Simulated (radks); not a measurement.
The numbers below are computed, except where a source is named.
Initial-state core-level shifts of the zirconium ion Zr+ when its valence configuration changes from [Kr] 4d2 5s1. Code: a radial shooting solver on a logarithmic mesh with Libxc functionals. Model: non-relativistic Kohn-Sham, SCAN, spin-polarised, spherical densities, point nucleus; open shells are filled with parallel spins first (spin-orbit coupling, left out, can overturn this in heavy ions); meta-GGA in the generalised Kohn-Sham scheme; relativity is left out, which matters for an element this heavy. Shifts are changes of the shell-averaged eigenvalues in eV (positive: less bound); the change of the density at the nucleus, which sets a Mossbauer isomer shift, is in e/bohr^3, on a base of 4.451e+04.

4d1.5 5s1 5p0.5: 1s -2.298; 2s -2.415; 2p -2.407; 3p -2.379; density at nucleus +0.801
4d1 5s1 5p1: 1s -4.667; 2s -4.917; 2p -4.901; 3p -4.833; density at nucleus +1.749
4d2 5p1: 1s -1.080; 2s -1.057; 2p -1.056; 3p -1.070; density at nucleus -6.697
4d3: 1s +3.281; 2s +3.505; 2p +3.492; 3p +3.446; density at nucleus -7.887
4d2.5 5s0.5: 1s +1.672; 2s +1.788; 2p +1.782; 3p +1.755; density at nucleus -4.162
4d1 5s1.5 5p0.5: 1s -4.322; 2s -4.566; 2p -4.552; 3p -4.480; density at nucleus +4.718
4d2 5s0.5 5p0.5: 1s -0.542; 2s -0.532; 2p -0.531; 3p -0.539; density at nucleus -3.549
